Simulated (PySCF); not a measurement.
## Computed vibrations of [TbCl2]+

[TbCl2]+ (singlet in the valence; each metal's 4f electrons, 8 of them, lie in its core potential, out of spins and levels). PySCF 2.14.0, RKS PBE0, Tb lcecp-1-SVP with ECP54, Cl def2-SVP; non-relativistic Hamiltonian with scalar-relativistic core potentials where named; density fitting; no spin-orbit coupling. Central differences of gradients.

```xyz
3

Tb    0.0000    0.0000   -0.4161
Cl    1.9565    0.0000    0.9456
Cl   -1.9565    0.0000    0.9456
```

Run from Python with OMP_NUM_THREADS=2. Where DIIS fails, smearing, a level shift and second-order steps follow.
It took 10 s on 2 threads of Arm Neoverse V2, with other jobs on the host.

Q: What are the harmonic wavenumbers and infrared intensities?

A: Modes are labelled in C2v; negative numbers are unstable modes, those under 60 cm⁻¹ near the noise; a finer grid moves soft modes by up to 10 cm⁻¹.
| cm⁻¹ | km/mol | symmetry |
| --- | --- | --- |
| 83 | 5.3 | a1 |
| 393 | 23.0 | a1 |
| 396 | 96.0 | b2 |

Q: Is this a minimum?

A: Yes. Ideal gas at 298.15 K and 1 bar: S = 326.1 J/(mol K), Cp = 53.9 J/(mol K), H − H(0 K) = 13.6 kJ/mol (rigid rotor, harmonic modes, spin degeneracy alone, that of the 4f electrons in the core included).

An lcecp potential fixes the number of 4f electrons, so in runs with it no electron can move into or out of that shell.
